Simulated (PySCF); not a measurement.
# Dipole polarisabilities along group 8, charge +2

Calculated with PySCF 2.14 for the ground configurations, without spin-orbit coupling: coupled response for Hartree-Fock and DFT. Mean α in bohr³, C₆ of like pairs in atomic units.

```
                                                                          species  α UHF  α PBE  α PBE0  C₆ UHF  C₆ PBE  C₆ PBE0
                                    Fe²⁺ [Ar] 3d6 (def2-QZVPPD, non-relativistic)  3.089  3.956   3.638   8.750   11.41    10.44
     Ru²⁺ [Kr] 4d6 (def2-QZVPPD with the def2 core potential (28 electrons), ECP)  7.371  8.484   8.079   39.12   45.80    43.41
Os²⁺ [Xe] 4f14 5d6 (def2-QZVPPD with the def2 core potential (60 electrons), ECP)  10.29  11.57   11.09   64.80   73.88    70.53
```
